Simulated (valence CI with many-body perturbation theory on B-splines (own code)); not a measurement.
The numbers below are computed, except where a source is named.
Basis-set convergence for Zr⁹⁺

Level of theory: relativistic CI+MBPT: three valence electrons over a frozen Dirac-Fock core [Ar] 3d10, radial functions for each j: 9 s, 9 p, 8 d, 6 f, 3 g, 1 h, with the one-electron correlation potential Σ1 (screened to all orders), the two-electron term Σ2, the three-electron term Σ3, Breit, model QED; selected single and double excitations, second order for the rest, scaled by the run's own slope (own B-spline code, finite nucleus).

No measured spectrum was set against this ion. As an estimate, levels hold to about 250 cm⁻¹ or 0.2 % of their energy and the worst to 1 %, as in measured heavy ions of charge 2 to 7; those with d or f electrons hold less well.

The reference run has the lowest level 4s²4p ²P°_1/2 and an ionisation energy of 172.583 eV. Its largest variational space holds 10001 state functions.

Names give the largest LS component (configuration and term), which can be under half, so a name can repeat, a term be missing and a line seem to break the LS rules; names also repeat where a configuration has a term twice. Letters in brackets count levels of one name in rising energy.

Changed runs:
A. basis 6 s, 6 p, 5 d, 3 f, 1 g
B. basis 5 s, 5 p, 4 d, 2 f

Excitation energies of the reference run in cm⁻¹, and shifts in cm⁻¹:

```csv
Level,Reference,A,B
4s²4p ²P°_3/2,19884,-3.7,-7.4
4s4p² ⁴P_1/2,166765,-106,-309
4s4p² ⁴P_3/2,175864,-114,-333
4s4p² ⁴P_5/2,185312,-106,-307
4s4p² ²D_3/2,220094,+20,+106
4s4p² ²D_5/2,223959,+11,+77
4s4p² ²S_1/2,253730,+131,+457
4s4p² ²P_1/2,274160,+126,+443
4s4p² ²P_3/2,279879,+103,+370
4s²4d ²D_3/2,356525,+146,+660
4s²4d ²D_5/2,359340,+144,+655
4p³ ⁴S°_3/2 [a],419303,-55,-162
Ionisation energy (eV),172.583,-0.014,-0.042
```
